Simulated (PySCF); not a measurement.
## Pm(2+): excitation energy

Pm(2+) [Xe] 4f5 (high-spin determinant) → Pm(2+) [Xe] 4f4 6p1 (high-spin determinant), as a difference of total energies. Calculation: PySCF 2.14, in x2c-TZVPPall with one added diffuse shell each of s, p, d, f type (12s8p8d5f2g, 129 functions); scalar relativity by spin-free X2C-1e. Correlated levels: valence: [Kr] 4d10 frozen; valence and next inner shell: [Ar] 3d10 frozen. The calculations carry no spin-orbit coupling.

```csv
method,excitation energy (eV)
UHF,6.248
LDA,9.335
PBE,8.879
PBE0,8.445
r2SCAN,8.521
MP2 (valence),7.780
SCS-MP2 (valence),7.131
MP2 (valence and next inner shell),8.151
SCS-MP2 (valence and next inner shell),7.481
```

Question: How much does correlation contribute at MP2 (valence and next inner shell)?

Answer: 8.151 − (6.248) = 1.903 eV, measured against UHF.

A first-order spin-orbit estimate (lowest level to lowest level, LS coupling) adds -0.237 eV.

The determinant of the upper state and of the lower state mixes LS terms, which raises its energy above the lowest term, most at the Hartree-Fock and MP2 levels.
